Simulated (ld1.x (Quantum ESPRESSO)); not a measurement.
## iodine: one change to a TM potential, before and after

```json
{
  "Element": "iodine (I)",
  "Generator": "ld1.x (Quantum ESPRESSO) 7.5",
  "Type": "norm-conserving Troullier–Martins (Kleinman–Bylander form)",
  "Functional": "PBE",
  "Relativity": "scalar-relativistic",
  "Frozen core": "[Kr] 4d10",
  "Valence charge": "7",
  "Reference configuration": "5s1 5p6",
  "Partial waves": "5p (bound): rc 2.20 bohr; 5s (bound): rc 1.60 bohr",
  "Local potential": "the s channel",
  "Core correction": "a·sin(br)/r model core inside 1.45 bohr"
}
```

Change: wave 5s (bound): rc 1.60 bohr becomes 5s (bound): rc 2.36 bohr.

Cutoffs: the cutoffs (Ry, on a coarse ladder) from which the occupation-weighted sum of valence levels, in a spherical-Bessel basis at the reference potential, stays within 10 and 1 mRy of its value at 400 Ry; they do not see the model core or the augmentation charge, which bear on the density cutoff. Errors are all-electron minus pseudo energies relative to the spin-unpolarised reference configuration.

How do hardness, ghosts and transferability respond?

The potential gets softer (30 Ry and 55 Ry → 21 Ry and 40 Ry); of the 7 tests that both files solve, the error grows in 4 and shrinks in 3 by more than 15 % and 0.3 meV (median size 9.7 → 20.1 meV); neither file shows a bound ghost. A larger radius leaves more room for a smooth pseudo-wave, so fewer plane waves are needed.

```csv
quantity,base,changed
"cutoff, loose",30 Ry,21 Ry
"cutoff, tight",55 Ry,40 Ry
loose cutoff by channel (10 mRy a level),"p 15 Ry, s 30 Ry","p 15 Ry, s 12 Ry"
bound ghosts,none,none
"error for 5s2 5p5, meV [ΔE -10.41 eV]",-8.1,-24
"error for 5s2 5p4, meV [ΔE 0.72 eV]",-9.7,-26
"error for 5s2 5p3, meV [ΔE 20.56 eV]",-14,-20
"error for 5s2 5p4.5, meV [ΔE -5.88 eV]",-9.0,-26
"error for 5s1 5p5, meV [ΔE 11.70 eV]",-3.0,-1.4
"error for 5s2 5p2, meV [ΔE 49.89 eV]",-35,-12
"error for 5s2 5p1, meV [ΔE 89.32 eV]",-99,-19
```
